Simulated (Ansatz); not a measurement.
Ansatz (a program for electronic structure) input (HF/6-31G* with LANL2DZ past Ar): The .json file joins the Basis Set Exchange's 6-31G* for atoms up to Ar and LANL2DZ past it.

Ansatz 0.2 input:
```yaml
crystal:
  periodic: [false, false, false]
  atoms:
    - {symbol: Si, position_ang: [-1.73393913, -0.11377212, 0.12261468]}
    - {symbol: As, position_ang: [0.78197448, 0.05077012, -0.05539307]}
    - {symbol: H, position_ang: [-1.93628041, 1.09868427, -0.78732394]}
    - {symbol: H, position_ang: [-1.75490454, 0.70621547, 1.41341348]}
    - {symbol: H, position_ang: [0.99063173, -0.74910204, -1.34884631]}
    - {symbol: H, position_ang: [1.17054320, -1.13840211, 0.83412273]}
basis:
  gaussian:
    orbitals: 6-31Gs+LANL2DZ.json
hamiltonian:
  xc: {name: HF}
total_charge: -1
phonons: {temperatures: {t_min: 298.15, t_max: 298.15, t_step: 100}}
```

**Question.** Which harmonic wavenumbers does it give?

**Answer.** -49, 277, 522, 554, 805, 814, 1057, 1097, 2041, 2066, 2146, 2158 cm⁻¹ (unscaled; negative means imaginary).
